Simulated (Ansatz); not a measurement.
Born–Oppenheimer molecular dynamics of H$_{4}$O$_{2}$Sn (7 atoms, charge 0, multiplicity 1). It goes on from the last frame of an earlier run, with new velocities.

The calculation used RKS B3LYP-D4/def2-SVP in Ansatz.

```
ensemble                      : NVE (velocity Verlet)
time step                     : 1 fs
steps asked                   : 150
starting velocities drawn for : 1000 K
seed                          : 495556
```

First frame:

```xyz
7
Properties=species:S:1:pos:R:3
Sn -0.012 -0.037 0.121
H 0.010 0.015 1.850
H 1.637 0.050 -0.689
O -1.244 1.500 -0.378
H -1.214 2.185 0.334
O -0.615 -1.834 -0.425
H -1.544 -1.832 -0.826
```

Q: How far do the bonds stretch over the last three quarters of this one trajectory? (Pairs bonded in most of those frames.)

A: 
| bond | mean (Å) | spread (Å) | shortest | longest |
| --- | --- | --- | --- | --- |
| Sn1–H2 | 1.724 | 0.039 | 1.65 | 1.80 |
| Sn1–H3 | 1.745 | 0.089 | 1.60 | 1.87 |
| Sn1–O4 | 2.007 | 0.082 | 1.89 | 2.12 |
| Sn1–O6 | 2.010 | 0.067 | 1.91 | 2.11 |
| O4–H5 | 0.973 | 0.018 | 0.94 | 1.00 |
| O6–H7 | 0.973 | 0.039 | 0.92 | 1.03 |

Mean temperature of the second half: 804 K. The conserved energy stayed within 1.3 meV per atom of its start (net change 0.55 meV per atom), so the integration is sound. A run of 0.15 ps of so small a system gives no equilibrium averages.

Run time: 3 min on 1 thread of AMD EPYC 9R45 96-Core Processor (Zen 5) (shared host), peak memory 0.18 GiB.
